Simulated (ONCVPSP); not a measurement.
# Which change was made? (Au, ONCV)

Au, optimised norm-conserving Vanderbilt (ONCV), made with ONCVPSP 4.0.1 (LDA (Perdew-Wang 92), scalar-relativistic). Core [Kr] 4d10 4f14, reference 5s2 5p6 5d10 6s1. Waves: 5s+6s: rc 1.25 bohr, ncon 4, nbas 7, qcut 7.6 1/bohr, 2 projectors; 5p: rc 1.10 bohr, ncon 4, nbas 8, qcut 6.1 1/bohr, 2 projectors, debl 3 Ha; 5d: rc 2.15 bohr, ncon 4, nbas 8, qcut 8.8 1/bohr, 2 projectors, debl 3 Ha; f scattering state at 0.14 Ha: rc 1.80 bohr, ncon 5, nbas 9, qcut 7 1/bohr, 2 projectors, debl 2.9 Ha. Local part: polynomial inside 0.85 bohr (lpopt 5, dvloc0 4 Ha). Core correction: none.

Cutoffs, loose and tight: the cutoffs (Ha) at which the residual kinetic energy of the hardest occupied pseudo-wave falls to 1 and 0.1 mHa per electron. They do not see the model core or the augmentation charge, which bear on the density cutoff. Test errors are all-electron minus pseudo excitation energies from the reference, over the configurations 5s2 5p6 5d10 6s0; 5s2 5p6 5d9 6s0; 5s2 5p6 5d8 6s0; 5s2 5p6 5d10 6s0 6p1; variants that change the core or the reference have their own tests.

The base gives: outcome: generated; cutoff, loose: 158 Ha; cutoff, tight: 182 Ha; bound ghosts: s; GHOST(+) flags above zero: none; largest test error (meV): -13.

Task: After one change the result is: outcome: generated; cutoff, loose: 158 Ha; cutoff, tight: 182 Ha; bound ghosts: none; GHOST(+) flags above zero: s, p; largest test error (meV): -15. Which change was it?
A. f: qcut 4.4
B. all radii scaled by about 1.33 (s 1.66, p 1.46, d 2.86, f 2.38 bohr); local potential polynomial inside 1.12 bohr (lpopt 5, dvloc0 4 Ha)
C. local potential polynomial inside 0.85 bohr (lpopt 5, dvloc0 9.5 Ha)

Result: C. The others give: f: qcut 4.4 → outcome: failed: ERROR pspot: first pseudo wave function has node, program will stop | all radii scaled by about 1.33 (s 1.66, p 1.46, d 2.86, f 2.38 bohr); local potential polynomial inside 1.12 bohr (lpopt 5, dvloc0 4 Ha) → outcome: generated; cutoff, loose: 20 Ha; cutoff, tight: 84 Ha; bound ghosts: none; GHOST(+) flags above zero: s, f; largest test error (meV): +32.
